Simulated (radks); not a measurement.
Spin polarisation of the 4f11 shell in neutral holmium. Start: [Xe] 4f(up 5.5, down 5.5) 6s2; electrons of 4f are moved from spin down to spin up, other shells keep equal spins. All-electron calculation, non-relativistic Kohn-Sham, PBE, spin-polarised, spherical densities, point nucleus. Program: a radial shooting solver on a logarithmic mesh with Libxc functionals.

moment (Bohr magnetons),E - E(0) (eV),e(4f up) (eV),e(4f down) (eV),6s down minus up (eV),5p down minus up (eV)
0,0.000,-7.185,-7.185,0.000,0.000
0.75,-0.110,-7.470,-6.886,0.016,0.199
1.5,-0.438,-7.741,-6.572,0.031,0.399
2.25,-0.986,-7.997,-6.244,0.047,0.599
3,-1.753,-8.238,-5.901,0.063,0.799

At moment 3 the spin-polarisation energy is -1.753 eV and the 4f exchange splitting 2.336 eV, that is 0.779 eV per Bohr magneton; E = -I m^2/4 would give I = 0.779 eV.
